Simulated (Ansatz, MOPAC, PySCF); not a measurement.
Molecule: H3BPO2 (charge -1, singlet). SMILES: B([O-])(O)P
Geometry from a B3LYP-D3(BJ)/def2-TZVP (Ansatz, an electronic-structure program) optimisation:
```
B
O 1 1.2781
O 1 1.4327 2 127.55
H 3 0.9664 1 104.51 2 -0.67
P 1 2.0227 2 123.29 3 -175.30
H 5 1.4196 1 97.61 2 -45.30
H 5 1.4245 6 93.77 1 101.88
```
Charge -1, spin multiplicity 1.

Unscaled harmonic wavenumbers (cm⁻¹) in rising order, each level at the stationary point that it reaches from this structure (no distance between atoms moves by over 0.3 Å); the order of modes can differ between levels, and a negative number is imaginary. B3LYP-D3(BJ)/def2-TZVP (PySCF, at the structure above): 137, 234, 344, 419, 539, 563, 696, 712, 953, 1098, 1112, 1582, 2333, 2367, 3751.

PM3 (MOPAC): 91, 214, 327, 407, 444, 509, 652, 663, 899, 987, 1069, 1586, 1622, 1782, 3885. Zero-point energy 21.6 against 24.1 kcal/mol; where all levels lie over 400 cm⁻¹, the wavenumbers are on average 0.905 times those of B3LYP-D3(BJ)/def2-TZVP.

HF/3-21G (Ansatz): 168, 247, 340, 438, 554, 568, 756, 761, 1055, 1221, 1232, 1783, 2350, 2358, 3853. Zero-point energy 25.3 against 24.1 kcal/mol; where all levels lie over 400 cm⁻¹, the wavenumbers are on average 1.060 times those of B3LYP-D3(BJ)/def2-TZVP.

HF/6-31G* (Ansatz): 165, 247, 370, 450, 584, 615, 762, 789, 1057, 1207, 1236, 1753, 2511, 2537, 4075. Zero-point energy 26.2 against 24.1 kcal/mol; where all levels lie over 400 cm⁻¹, the wavenumbers are on average 1.093 times those of B3LYP-D3(BJ)/def2-TZVP.

B3LYP/6-31G* (Ansatz): 147, 225, 336, 414, 530, 576, 689, 716, 974, 1124, 1136, 1646, 2327, 2361, 3682. Zero-point energy 24.1 against 24.1 kcal/mol; where all levels lie over 400 cm⁻¹, the wavenumbers are on average 1.006 times those of B3LYP-D3(BJ)/def2-TZVP.
